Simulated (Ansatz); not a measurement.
One change: `CO[BH][ZnH]` becomes `COBCCl`.

Ansatz, PBE0-D4/def2-TZVP geometries, multiplicity 1. Each molecule was computed in one conformer, which needn't be the lowest.

Scalar relativity is left out up to krypton.

```csv
property,`CO[BH][ZnH]`
LUMO energy (PBE0/def2-TZVPP) / eV,-1.36
size of the dipole moment (B3LYP/def2-TZVPP) / D,2.37
HOMO–LUMO gap (B3LYP/def2-TZVPP) / eV,4.80
LUMO energy (B3LYP/def2-TZVPP) / eV,-1.59
LUMO energy (PBE/def2-TZVPP) / eV,-2.21
HOMO–LUMO gap (PBE0/def2-TZVPP) / eV,5.20
```

Question: What does the change do to each property? (Estimate.)

Answer: Computed: 
```
                                        property  `COBCCl`  shift
              LUMO energy (PBE0/def2-TZVPP) / eV     -0.53   0.83
size of the dipole moment (B3LYP/def2-TZVPP) / D      2.55   0.18
           HOMO–LUMO gap (B3LYP/def2-TZVPP) / eV      7.01   2.21
             LUMO energy (B3LYP/def2-TZVPP) / eV     -0.77   0.82
               LUMO energy (PBE/def2-TZVPP) / eV     -1.54   0.67
            HOMO–LUMO gap (PBE0/def2-TZVPP) / eV      7.50   2.30
```

With PBE0 the HOMO falls by 1.48 eV and the LUMO rises by 0.83 eV, so the gap widens by about 2.31 eV. PBE moves the HOMO by -1.17 eV and ωB97M-V by -1.63 eV. Dipoles are sizes alone; their direction can turn.

B3LYP here is the variant with VWN-RPA as its local correlation; programs differ in this.
